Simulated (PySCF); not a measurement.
Si(Cl)(F)2(SiH3) (ClF2H3Si2), SMILES Cl[Si](F)([SiH3])F. The structure is a stationary point at PBE-D3(BJ)/def2-SVP.

These are PBE-D3(BJ)/def2-SVP run with PySCF values and carry that method's errors.

Harmonic wavenumbers (cm⁻¹): 101, 104, 127, 217, 252, 275, 425, 499, 506, 596, 820, 864, 889, 894, 930, 2170, 2189, 2190. Rotational constants (GHz): 2.626, 1.720, 1.440; symmetry number 1.

### Question
Work out the zero-point energy and the ideal-gas rigid-rotor harmonic-oscillator thermochemistry at 298.15 K and 1 atm.

### Answer
ZPE = ½ Σ hcν = ½ × 14050 cm⁻¹ = 84.03 kJ/mol. H − E(el) = 106.56 kJ/mol. Entropy in J/(mol K): translation 169.70, rotation 118.38, vibration 77.26, total 365.33. G − E(el) = -2.37 kJ/mol. Cp = 111.62 J/(mol K). Modes under 150 cm⁻¹ make the vibrational entropy uncertain.
